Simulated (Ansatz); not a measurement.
`F[SiH](F)[SiH3]` + H₂O → `O[SiH](F)[SiH3]` + H–F at 298.15 K and 1 bar (formal hydrolysis of the Si–F bond).

Gas-phase electronic energies from Ansatz, PBE0-D4/def2-TZVP geometries. CBS: MP2 limit from def2 TZ/QZ plus the TZ coupled-cluster correction, frozen cores. This one scheme is used for every species. One conformer a species, not always the lowest.

```json
{"species": "`F[SiH](F)[SiH3]`", "CCSD(T)/CBS energy (Eh)": "-780.26920", "H − E (kJ/mol)": "122.8", "S (J/(mol·K))": "332.3"}
{"species": "H₂O", "CCSD(T)/CBS energy (Eh)": "-76.37941", "H − E (kJ/mol)": "66.4", "S (J/(mol·K))": "188.7"}
{"species": "`O[SiH](F)[SiH3]`", "CCSD(T)/CBS energy (Eh)": "-756.23815", "H − E (kJ/mol)": "153.8", "S (J/(mol·K))": "340.1"}
{"species": "H–F", "CCSD(T)/CBS energy (Eh)": "-100.39570", "H − E (kJ/mol)": "33.5", "S (J/(mol·K))": "173.6"}
```

H − E and S are ideal-gas, rigid-rotor, harmonic terms from PBE0-D4/def2-TZVP, for one conformer and one mirror image of each species. 1 Eh = 2625.50 kJ/mol, R = 8.31446 J/(mol·K).

Task: By hand: ΔE, ΔH, ΔS and ΔG.

Result: ΔE = (-756.23815) + (-100.39570) − (-780.26920) − (-76.37941) = 0.01476 Eh = 38.8 kJ/mol. Δ(H − E) = 153.8 + 33.5 − 122.8 − 66.4 = -1.9, so ΔH = 36.9 kJ/mol. ΔS = 340.1 + 173.6 − 332.3 − 188.7 = -7.3 J/(mol·K). ΔG = 36.9 − 298.15 × (-7.3)/1000 = 39.1 kJ/mol.

Task: By hand: the equilibrium constant, and the temperature at which ΔG would vanish if ΔH and ΔS stayed fixed.

Result: log₁₀ K = −ΔG/(RT ln 10) = -6.9. ΔH and −TΔS have one sign here, so there is no such temperature.

The number of gas molecules stays the same, so ΔS is small and ΔH decides. A doubt of 5 kJ/mol in ΔE shifts log₁₀ K by 0.9 here. Other conformers and mirror images would add mixing entropy, several J/(mol·K) or more a flexible species. These are equilibria of isolated gas molecules and say nothing of rates. Largest T1 diagnostic: 0.013 (customary marks: 0.02 for closed shells, 0.045 for open ones).

ΔS is within the doubt of such terms, so its sign, and with it that verdict, could turn.
